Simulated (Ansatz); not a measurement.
Relaxation of GaH5O (7 atoms, charge 0, multiplicity 1), to a largest force component of 0.03 eV/Å in at most 50 steps.

Theory: Ansatz 0.2.0, RHF/def2-SVP.

```xyz
7
Properties=species:S:1:pos:R:3
Ga 0.063 0.369 -0.114
H -0.015 0.128 1.441
H 1.448 0.684 -0.783
H -1.277 0.366 -0.941
O 0.123 -2.445 0.865
H -0.703 -2.908 0.871
H 0.034 -1.741 1.529
```

**Question.** Where does it end, and by what steps?

**Answer.** The run converged. After 8 steps the energy has fallen by 0.491 eV; H2 moved furthest, 0.62 Å. Joined: Ga1–O5 (2.98 → 2.22 Å).

```tsv
step	energy less start (eV)	largest force component (eV/Å)	accepted
0	0.0000	1.239	yes
1	0.0119	3.430	no
2	-0.0701	1.208	yes
3	-0.1128	1.359	yes
4	-0.2269	1.460	yes
5	-0.3079	2.657	yes
6	-0.4664	0.485	yes
7	-0.4899	0.135	yes
8	-0.4914	0.024	yes
```

```xyz
7
Properties=species:S:1:pos:R:3
Ga 0.024 0.144 0.063
H -0.077 0.741 1.531
H 1.404 0.224 -0.700
H -1.314 -0.011 -0.776
O 0.076 -1.973 0.716
H -0.610 -2.538 0.388
H 0.169 -2.134 1.646
```

The run took 4.8 s on 1 thread of AMD EPYC 9R45 96-Core Processor (Zen 5) (shared host), peak memory 0.14 GiB.
